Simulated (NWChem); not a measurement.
System: C3H3ClF2; SMILES FC(F)/C=C/Cl

The following NWChem deck was run.

```
start job
memory heap 200 mb stack 900 mb global 1100 mb
geometry units angstroms noautoz
  F     -0.960447     2.292885    -0.313425
  C     -0.063513     1.558706     0.385401
  F      1.152203     1.739094    -0.175206
  C     -0.461609     0.118731     0.367448
  C      0.359480    -0.836883    -0.061519
  Cl    -0.058578    -2.502010    -0.090022
  H     -0.027667     1.968396     1.412158
  H     -1.465802    -0.111871     0.733321
  H      1.366056    -0.621892    -0.427332
end
basis spherical
  * library 6-31g*
end
dft
  xc r2scan
  iterations 150
  mulliken
end
task dft gradient
```

NWChem printed, in part:

```
             Northwest Computational Chemistry Package (NWChem) 7.3.0
             --------------------------------------------------------

 C1  symmetry detected

                             Geometry "geometry" -> ""
                             -------------------------

 Output coordinates in angstroms (scale by  1.889725989 to convert to a.u.)

  No.       Tag          Charge          X              Y              Z
 ---- ---------------- ---------- -------------- -------------- --------------
    1 F                    9.0000    -0.90528911     2.30483691    -0.35991885
    2 C                    6.0000    -0.05652647     1.55857210     0.38476766
    3 F                    9.0000     1.18955640     1.72317603    -0.11017524
    4 C                    6.0000    -0.47199203     0.12397939     0.34398961
    5 C                    6.0000     0.35812559    -0.84217798    -0.04181166
    6 Cl                  17.0000    -0.07966948    -2.50163502    -0.09444869
    7 H                    1.0000    -0.06997160     1.96727752     1.41245432
    8 H                    1.0000    -1.49717018    -0.09353262     0.65566604
    9 H                    1.0000     1.38547482    -0.64030706    -0.35331961

 Effective nuclear repulsion energy (a.u.)     276.9636505503

                                 NWChem DFT Module
                                 -----------------

 Summary of "ao basis" -> "ao basis" (spherical)
 ------------------------------------------------------------------------------
       Tag                 Description            Shells   Functions and Types
 ---------------- ------------------------------  ------  ---------------------
 F                           6-31g*                  6       14   3s2p1d
 C                           6-31g*                  6       14   3s2p1d
 Cl                          6-31g*                  8       18   4s3p1d
 H                           6-31g*                  2        2   2s

            General Information
            -------------------
          SCF calculation type: DFT
          Wavefunction type:  closed shell.
          No. of atoms     :     9
          No. of electrons :    56
           Alpha electrons :    28
            Beta electrons :    28
          Charge           :     0
          Spin multiplicity:     1
          Use of symmetry is: off; symmetry adaption is: off
          Maximum number of iterations: 150
          AO basis - number of functions:    94
                     number of shells:    44
          Convergence on energy requested:  1.00D-06
          Convergence on density requested:  1.00D-05
          Convergence on gradient requested:  5.00D-04

              XC Information
              --------------
                      r^2SCAN Method XC Functional
               r^2SCAN metaGGA Exchange Functional  1.000
                     r^2SCAN Correlation Potential  1.000

             Grid Information
             ----------------
          Grid used for XC integration:  medium
          Radial quadrature: Mura-Knowles
          Angular quadrature: Lebedev.
          Tag              B.-S. Rad. Rad. Pts. Rad. Cut. Ang. Pts.
          ---              ---------- --------- --------- ---------
          F                   0.50       49          12.0       434
          C                   0.70       49          11.0       434
          Cl                  1.00       88          11.0       590
          H                   0.35       45          12.0       434
          Grid pruning is: on
          Number of quadrature shells:   468
          Spatial weights used:  Erf1

      Superposition of Atomic Density Guess
      -------------------------------------

 Sum of atomic energies:        -772.67070683

      Non-variational initial energy
      ------------------------------

 Total energy =    -775.051643
 1-e energy   =   -1618.131662
 2-e energy   =     566.116368
 HOMO         =      -0.276006
 LUMO         =       0.034574

     ---------------------------------------------
      Total Density - Mulliken Population Analysis
     ---------------------------------------------

    Atom       Charge   Shell Charges
 -----------   ------   -------------------------------------------------------
    1 F    9     9.50   2.00  0.95  3.42  1.01  2.12  0.01
    2 C    6     5.03   2.00  0.65  1.41  0.40  0.47  0.10
    3 F    9     9.49   2.00  0.94  3.41  1.01  2.11  0.01
    4 C    6     6.37   2.00  0.75  1.99  0.55  1.05  0.03
    5 C    6     6.05   2.00  0.71  1.70  0.59  1.00  0.04
    6 Cl  17    17.13   2.00  2.00  5.98  1.38  3.62  0.53  1.60  0.02
    7 H    1     0.89   0.50  0.39
    8 H    1     0.77   0.46  0.31
    9 H    1     0.77   0.46  0.31

[...]

                         DFT ENERGY GRADIENTS

    atom               coordinates                        gradient
                 x          y          z           x          y          z
   1 F      -1.710748   4.355510  -0.680148    0.009132  -0.006690   0.007330
   2 C      -0.106820   2.945274   0.727105    0.002122   0.005446  -0.015876
   3 F       2.247936   3.256331  -0.208201   -0.012063  -0.000764   0.004752
   4 C      -0.891936   0.234287   0.650046    0.006579   0.001885  -0.000801
   5 C       0.676759  -1.591486  -0.079013   -0.007938  -0.007425   0.001521
   6 Cl     -0.150553  -4.727405  -0.178482    0.001472   0.006064   0.000282
   7 H      -0.132227   3.717615   2.669152   -0.000148   0.000857   0.003013
   8 H      -2.829241  -0.176751   1.239029   -0.003158  -0.001120   0.000933
   9 H       2.618168  -1.210005  -0.667677    0.004001   0.001748  -0.001154
```

Level: r2SCAN/6-31G* (spherical d). Geometry: optimised at PBE0/def2-SVP.
